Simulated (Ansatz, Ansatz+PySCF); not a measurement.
```yaml
atoms:
  - { symbol: B, position_ang: [0.9000, 0.0000, 0.0000] }
  - { symbol: B, position_ang: [-0.4500, 0.7794, 0.0000] }
  - { symbol: B, position_ang: [-0.4500, -0.7794, 0.0000] }
```

Basis set: def2-SVP (spherical functions). Charge 0, multiplicity 2.

Computed with Ansatz (development build ahead of 0.2.0); each method stands on the lowest determinant of its kind that the runs found. Restricted functionals stand beside restricted open-shell atoms, which can lie above the unrestricted atoms usual in DFT and then raise those values.

The atomization energy at this shape (free ground-state atoms in the same class of orbitals less the molecule, no zero-point energy) of doublet B3:

| method | atomization energy |
| --- | --- |
| PBE0 (unrestricted) | 893.6 kJ/mol |
| PBE0 (restricted open-shell) | 889.6 kJ/mol |
| ROHF | 491.9 kJ/mol |

**Question.** What does UHF give?

**Answer.** 551.6 kJ/mol. Caution for PBE0 (unrestricted), UHF: the unrestricted determinant is spin contaminated. Caution for ROHF: an unrestricted determinant lies well below.
